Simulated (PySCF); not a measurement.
PySCF 2.14 output of an unrestricted PW91 calculation on a single atom or ion in aug-cc-pVQZ-DK, with scalar relativity by spin-free X2C-1e:

```
SCF conv_tol = 1e-09
number electrons alpha = 9  beta = 7
    J. P. Perdew. In P. Ziesche and H. Eschrig, editors, Proceedings of the 75. WE-Heraeus-Seminar and 21st Annual International Symposium on Electronic Structure of Solids, 11. Berlin, 1991. Akademie Verlag.
    J. P. Perdew, J. A. Chevary, S. H. Vosko, K. A. Jackson, M. R. Pederson, D. J. Singh, and C. Fiolhais.,  Phys. Rev. B 46, 6671 (1992)
    J. P. Perdew, J. A. Chevary, S. H. Vosko, K. A. Jackson, M. R. Pederson, D. J. Singh, and C. Fiolhais.,  Phys. Rev. B 48, 4978 (1993)
    J. P. Perdew. In P. Ziesche and H. Eschrig, editors, Proceedings of the 75. WE-Heraeus-Seminar and 21st Annual International Symposium on Electronic Structure of Solids, 11. Berlin, 1991. Akademie Verlag.
    J. P. Perdew, J. A. Chevary, S. H. Vosko, K. A. Jackson, M. R. Pederson, D. J. Singh, and C. Fiolhais.,  Phys. Rev. B 46, 6671 (1992)
    J. P. Perdew, J. A. Chevary, S. H. Vosko, K. A. Jackson, M. R. Pederson, D. J. Singh, and C. Fiolhais.,  Phys. Rev. B 48, 4978 (1993)
cycle= 1 E= -398.830803068597  delta_E= -0.0125  |g|= 0.039  |ddm|= 1.66
cycle= 2 E= -398.831225049068  delta_E= -0.000422  |g|= 0.0271  |ddm|= 0.344
cycle= 3 E= -398.831693874988  delta_E= -0.000469  |g|= 0.00694  |ddm|= 0.197
cycle= 4 E= -398.831708298717  delta_E= -1.44e-05  |g|= 0.000554  |ddm|= 0.0414
cycle= 5 E= -398.831708564205  delta_E= -2.65e-07  |g|= 2.97e-05  |ddm|= 0.00536
cycle= 6 E= -398.83170856497  delta_E= -7.66e-10  |g|= 2.22e-06  |ddm|= 7.09e-05
converged SCF energy = -398.83170856497  <S^2> = 2.0065323  2S+1 = 3.0043517
```

The run itself started from symmetry-adapted Hartree-Fock orbitals and held the occupation by maximum overlap, on a logarithmic radial grid, so the iterations belong to that start.

Problem. Which element, charge and spin multiplicity is this?

Solution. S (sulfur, neutral), multiplicity 3; the state was [Ne] 3s1 3p5, high-spin 3P determinant (an excited configuration).
